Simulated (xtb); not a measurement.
xtb input (GFN1-xTB):

```bash
xtb mol.xyz --gfn 1 --sp --chrg 0 --uhf 0
```
mol.xyz:
```
9

C     -2.99638434    -0.77388137    -0.65880699
C     -2.25867451     0.01858898     0.10526688
Ge    -0.32674209     0.03157839     0.04411417
Br     0.45195496     2.13784440    -0.52136063
Br     0.55326767    -0.50184073     2.11861031
Br     0.46125571    -1.49211075    -1.50965056
H     -4.07930624    -0.75853706    -0.60190564
H     -2.55663400    -1.46558069    -1.36730748
H     -2.70470133     0.70911119     0.81283125
```

Output:

```
           -------------------------------------------------
          |                Calculation Setup                |
           -------------------------------------------------

           -------------------------------------------------
          |                 G F N 1 - x T B                 |
           -------------------------------------------------

        Reference                      10.1021/acs.jctc.7b00118
      * Hamiltonian:
        H0-scaling (s, p, d)           1.850000    2.250000    2.000000
        zeta-weighting                 0.000000
      * Dispersion:
        s8                             2.400000
        a1                             0.630000
        a2                             5.000000
        s9                             0.000000
      * Repulsion:
        kExp                           1.500000
        rExp                           1.000000
      * Coulomb:
        alpha                          2.000000
        third order                    atomic
        anisotropic                    false
      * Halogen bond correction:
        rad-scale                      1.300000
        damping                        0.440000

          ...................................................
          :                      SETUP                      :
          :.................................................:
          :  # basis functions                  54          :
          :  # atomic orbitals                  50          :
          :  # shells                           22          :
          :  # electrons                        36          :
          :  # halogen bonds                     0          :
          :  max. iterations                   250          :
          :  Hamiltonian                  GFN1-xTB          :
          :  restarted?                      false          :
          :  GBSA solvation                  false          :
          :  PC potential                    false          :
          :  electronic temp.          300.0000000     K    :
          :  accuracy                    1.0000000          :
          :  -> integral cutoff          0.2500000E+02      :
          :  -> integral neglect         0.1000000E-07      :
          :  -> SCF convergence          0.1000000E-05 Eh   :
          :  -> wf. convergence          0.2000000E-04 e    :
          :  Broyden damping             0.4000000          :
          :  net charge                          0          :
          :  unpaired electrons                  0          :
          ...................................................

 iter      E             dE          RMSdq      gap      omega  full diag
   1    -19.1459929 -0.191460E+02  0.793E+00    4.02       0.0  T
   2    -18.2798944  0.866099E+00  0.668E+00    4.75       1.0  T
   3    -18.9610027 -0.681108E+00  0.530E+00    4.33       1.0  T
   4    -19.3343157 -0.373313E+00  0.158E+00    4.74       1.0  T
   5    -19.3925549 -0.582392E-01  0.742E-01    4.69       1.0  T
   6    -19.4026735 -0.101186E-01  0.339E-01    4.67       1.0  T
   7    -19.4047455 -0.207200E-02  0.154E-01    4.66       1.0  T
   8    -19.4053148 -0.569372E-03  0.260E-02    4.65       1.3  T
   9    -19.4053293 -0.144480E-04  0.340E-03    4.65       9.8  T
  10    -19.4053295 -0.219622E-06  0.110E-03    4.65      30.2  T
  11    -19.4053295 -0.317180E-07  0.981E-05    4.65     339.8  T
  12    -19.4053295 -0.109139E-10  0.159E-05    4.65    2092.3  T

   *** convergence criteria satisfied after 12 iterations ***

         #    Occupation            Energy/Eh            Energy/eV
      -------------------------------------------------------------
         1        2.0000           -0.7037075             -19.1489
       ...           ...                  ...                  ...
        12        2.0000           -0.4556106             -12.3978
        13        2.0000           -0.4490513             -12.2193
        14        2.0000           -0.4426070             -12.0439
        15        2.0000           -0.4343611             -11.8196
        16        2.0000           -0.4338084             -11.8045
        17        2.0000           -0.4325599             -11.7706
        18        2.0000           -0.4265053             -11.6058 (HOMO)
        19                         -0.2555487              -6.9538 (LUMO)
        20                         -0.2494690              -6.7884
        21                         -0.1761176              -4.7924
        22                         -0.1658374              -4.5127
        23                         -0.1415476              -3.8517
       ...                                ...                  ...
        50                          0.5854069              15.9297
      -------------------------------------------------------------
                  HL-Gap            0.1709566 Eh            4.6520 eV
             Fermi-level           -0.3410270 Eh           -9.2798 eV

 SCC (total)                   0 d,  0 h,  0 min,  0.022 sec
 SCC setup                      ...        0 min,  0.000 sec (  0.386%)
 Dispersion                     ...        0 min,  0.000 sec (  0.163%)
 classical contributions        ...        0 min,  0.000 sec (  0.070%)
 integral evaluation            ...        0 min,  0.009 sec ( 38.709%)
 iterations                     ...        0 min,  0.005 sec ( 22.919%)
 molecular gradient             ...        0 min,  0.008 sec ( 36.868%)
 printout                       ...        0 min,  0.000 sec (  0.835%)

         :::::::::::::::::::::::::::::::::::::::::::::::::::::
         ::                     SUMMARY                     ::
         :::::::::::::::::::::::::::::::::::::::::::::::::::::
         :: total energy             -19.275619229543 Eh    ::
         :: gradient norm              0.012482298911 Eh/a0 ::
         :: HOMO-LUMO gap              4.651966756795 eV    ::
         ::.................................................::
         :: SCC energy               -19.405329523192 Eh    ::
         :: -> electrostatic           0.008142452136 Eh    ::
         :: repulsion energy           0.135151611305 Eh    ::
         :: dispersion energy         -0.005441317655 Eh    ::
         :: halogen bond corr.         0.000000000000 Eh    ::
         :: add. restraining           0.000000000000 Eh    ::
         :: total charge               0.000000000000 e     ::
         :::::::::::::::::::::::::::::::::::::::::::::::::::::

           -------------------------------------------------
          |                Property Printout                |
           -------------------------------------------------

    * Orbital Energies and Occupations

         #    Occupation            Energy/Eh            Energy/eV
      -------------------------------------------------------------
         1        2.0000           -0.7037075             -19.1489
       ...           ...                  ...                  ...
         6        2.0000           -0.5730840             -15.5944
         7        2.0000           -0.5401739             -14.6989
         8        2.0000           -0.5075750             -13.8118
         9        2.0000           -0.4768299             -12.9752
        10        2.0000           -0.4716884             -12.8353
        11        2.0000           -0.4620917             -12.5742
        12        2.0000           -0.4556106             -12.3978
        13        2.0000           -0.4490513             -12.2193
        14        2.0000           -0.4426070             -12.0439
        15        2.0000           -0.4343611             -11.8196
        16        2.0000           -0.4338084             -11.8045
        17        2.0000           -0.4325599             -11.7706
Note: The following floating-point exceptions are signalling: IEEE_DENORMAL
normal termination of xtb
        18        2.0000           -0.4265053             -11.6058 (HOMO)
        19                         -0.2555487              -6.9538 (LUMO)
        20                         -0.2494690              -6.7884
        21                         -0.1761176              -4.7924
        22                         -0.1658374              -4.5127
        23                         -0.1415476              -3.8517
        24                         -0.1234914              -3.3604
        25                         -0.1073817              -2.9220
        26                         -0.1045793              -2.8457
        27                         -0.0982951              -2.6747
        28                         -0.0931893              -2.5358
        29                         -0.0920163              -2.5039
       ...                                ...                  ...
        50                          0.5854069              15.9297
      -------------------------------------------------------------
                  HL-Gap            0.1709566 Eh            4.6520 eV
             Fermi-level           -0.3410270 Eh           -9.2798 eV

  Mulliken/CM5 charges         n(s)   n(p)   n(d)
     1C    -0.04770 -0.14764   1.061  2.987  0.000
     2C    -0.10356 -0.14892   1.116  2.987  0.000
     3Ge    0.35383  0.25135   1.283  1.596  0.767
     4Br   -0.09659 -0.06856   1.950  5.162 -0.016
     5Br   -0.09659 -0.06856   1.950  5.162 -0.016
     6Br   -0.09621 -0.06863   1.950  5.162 -0.016
     7H     0.02871  0.08124   0.971  0.000  0.000
     8H     0.02656  0.08124   0.973  0.000  0.000
     9H     0.03155  0.08847   0.968  0.000  0.000

Wiberg/Mayer (AO) data.
largest (>0.10) Wiberg bond orders for each atom

 ---------------------------------------------------------------------------
     #   Z sym  total        # sym  WBO       # sym  WBO       # sym  WBO
 ---------------------------------------------------------------------------
     1   6 C    3.996 --     2 C    1.967     8 H    0.979     7 H    0.975
     2   6 C    3.975 --     1 C    1.967     9 H    0.969     3 Ge   0.902
     3  32 Ge   4.595 --     4 Br   1.212     5 Br   1.212     6 Br   1.207
                             2 C    0.902
     4  35 Br   1.372 --     3 Ge   1.212
     5  35 Br   1.372 --     3 Ge   1.212
     6  35 Br   1.376 --     3 Ge   1.207
     7   1 H    1.004 --     1 C    0.975
     8   1 H    1.013 --     1 C    0.979
     9   1 H    1.006 --     2 C    0.969
 ---------------------------------------------------------------------------

Topologies differ in total number of bonds
Writing topology from bond orders to xtbtopo.mol

 dipole moment from electron density (au)
     X       Y       Z
  -1.1865  -0.0465  -0.0009  total (Debye):    3.018

           -------------------------------------------------
          | TOTAL ENERGY              -19.275619229543 Eh   |
          | GRADIENT NORM               0.012482298911 Eh/α |
          | HOMO-LUMO GAP               4.651966756795 eV   |
           -------------------------------------------------

------------------------------------------------------------------------
------------------------------------------------------------------------
 total:
 SCF:
```
